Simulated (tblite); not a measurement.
C7H12BFO.
Numbering: `[CH3:1][CH2:2][C@@H:3]1[CH2:4][B:5]([F:6])[CH2:7][CH2:8][C:9]1=[O:10]` (hydrogens: H11, H12, H13 on C1; H14, H15 on C2; H16 on C3; H17, H18 on C4; H19, H20 on C7; H21, H22 on C8)

Computed with GFN2-xTB (tblite), gas phase: L-BFGS steps from a force-field or distance-geometry start until the largest atomic force falls under 0.01 eV/Å.

Step 37: E = -848.5888 eV
```
atom  x, y, z in Å  |  force x, y, z in eV/Å
C1      2.4491    0.2510   -0.9555   -0.016   0.000   0.023
C2      1.4905   -0.4922   -0.0341   -0.038  -0.021   0.035
C3      0.5445    0.4614    0.7139    0.007   0.029  -0.036
C4     -0.3515   -0.3148    1.6975    0.055   0.020   0.002
B5     -1.5451   -1.0666    0.9890   -0.004  -0.052   0.032
F6     -2.0402   -2.1764    1.5144    0.001   0.053  -0.026
C7     -2.2271   -0.4097   -0.2754   -0.028  -0.015  -0.011
C8     -1.2560    0.4205   -1.1307   -0.024   0.049   0.031
C9     -0.3048    1.2355   -0.2801    0.097   0.027  -0.104
O10    -0.2092    2.4314   -0.4110   -0.009  -0.038   0.081
H11     1.9011    0.7940   -1.7222    0.044   0.011  -0.008
H12     3.1319   -0.4463   -1.4359   -0.029   0.004  -0.027
H13     3.0386    0.9645   -0.3855    0.003   0.039  -0.015
H14     0.8954   -1.2028   -0.6093    0.023  -0.078   0.022
H15     2.0707   -1.0620    0.6954   -0.038   0.020   0.040
H16     1.1531    1.1914    1.2597   -0.005  -0.012   0.000
H17    -0.8057    0.4000    2.3944    0.026   0.013  -0.041
H18     0.2767   -0.9608    2.3135   -0.012  -0.051  -0.012
H19    -2.7469   -1.1252   -0.9142   -0.018  -0.020   0.013
H20    -3.0028    0.2606    0.1151    0.019  -0.019  -0.038
H21    -0.6759   -0.2551   -1.7682   -0.035   0.131   0.080
H22    -1.7968    1.1209   -1.7716   -0.017  -0.091  -0.043
```

Step 38: E = -848.5915 eV
```
atom  x, y, z in Å  |  force x, y, z in eV/Å
C1      2.4464    0.2510   -0.9610   -0.025  -0.004   0.048
C2      1.4926   -0.4951   -0.0341   -0.023  -0.018   0.016
C3      0.5486    0.4602    0.7154    0.026   0.024  -0.064
C4     -0.3502   -0.3144    1.6978    0.084   0.039  -0.003
B5     -1.5493   -1.0581    0.9920   -0.013  -0.032   0.040
F6     -2.0591   -2.1535    1.5300   -0.017  -0.009   0.003
C7     -2.2260   -0.4138   -0.2800   -0.004   0.022  -0.046
C8     -1.2538    0.4227   -1.1280    0.009   0.054  -0.004
C9     -0.3041    1.2381   -0.2750    0.056  -0.009  -0.051
O10    -0.2202    2.4358   -0.3922    0.006  -0.028   0.064
H11     1.8917    0.8000   -1.7207    0.076  -0.028   0.018
H12     3.1273   -0.4453   -1.4483   -0.065   0.041  -0.012
H13     3.0385    0.9624   -0.3894   -0.004   0.020  -0.039
H14     0.8980   -1.2092   -0.6065    0.020  -0.054   0.027
H15     2.0760   -1.0651    0.6945   -0.047   0.051   0.018
H16     1.1603    1.1879    1.2627   -0.028  -0.028  -0.019
H17    -0.7983    0.4031    2.3960    0.023  -0.002  -0.028
H18     0.2762   -0.9665    2.3100   -0.027  -0.034  -0.010
H19    -2.7280   -1.1389   -0.9225   -0.024  -0.018   0.020
H20    -3.0145    0.2491    0.0950    0.006  -0.017  -0.017
H21    -0.6710   -0.2523   -1.7624   -0.011   0.119   0.059
H22    -1.7916    1.1212   -1.7742   -0.021  -0.089  -0.018
```

Problem. Estimate the geometry and energy of step 39. (The exact step hangs on the optimiser's Hessian estimate; all steps are aligned on step 38, rigid shifts and turns removed.)

Solution. E = -848.5937 eV, largest force 0.110 eV/Å
```
atom  x, y, z in Å  |  force x, y, z in eV/Å
C1      2.4403    0.2517   -0.9678   -0.019  -0.005   0.049
C2      1.4928   -0.4977   -0.0352    0.005  -0.016  -0.009
C3      0.5535    0.4589    0.7178    0.034   0.004  -0.076
C4     -0.3471   -0.3139    1.6997    0.060   0.022  -0.015
B5     -1.5553   -1.0485    0.9988   -0.063  -0.072   0.054
F6     -2.0910   -2.1227    1.5597    0.023   0.055  -0.036
C7     -2.2200   -0.4208   -0.2893   -0.011   0.024  -0.024
C8     -1.2466    0.4250   -1.1267    0.029   0.052  -0.016
C9     -0.3020    1.2406   -0.2677   -0.003   0.034   0.011
O10    -0.2341    2.4417   -0.3651    0.016  -0.078   0.041
H11     1.8798    0.8081   -1.7193    0.086  -0.056   0.037
H12     3.1164   -0.4430   -1.4662   -0.086   0.061   0.006
H13     3.0385    0.9598   -0.3972   -0.010   0.001  -0.047
H14     0.8973   -1.2139   -0.6048    0.016  -0.035   0.032
H15     2.0802   -1.0686    0.6899   -0.044   0.069   0.010
H16     1.1680    1.1828    1.2676   -0.034  -0.031  -0.037
H17    -0.7890    0.4050    2.4003    0.023  -0.011  -0.017
H18     0.2753   -0.9740    2.3082   -0.031  -0.012  -0.014
H19    -2.7013   -1.1585   -0.9355   -0.004   0.014   0.047
H20    -3.0254    0.2329    0.0672    0.021  -0.037  -0.012
H21    -0.6584   -0.2456   -1.7575    0.027   0.080   0.021
H22    -1.7822    1.1199   -1.7778   -0.034  -0.063  -0.004
```

The energy changes by -0.0022 eV. The first-order estimate −F·Δx gives -0.0034 eV and the mean of the old and new forces, exact on a quadratic surface, -0.0021 eV. The step makes an angle of 83° with the force vector and moves no atom by more than 0.053 Å.

The cost below is that of the whole relaxation. Hardware: one thread of an Arm Neoverse N1, shared host with 64 logical CPUs at a one-minute load of 60. Cost: 1.2 s wall.
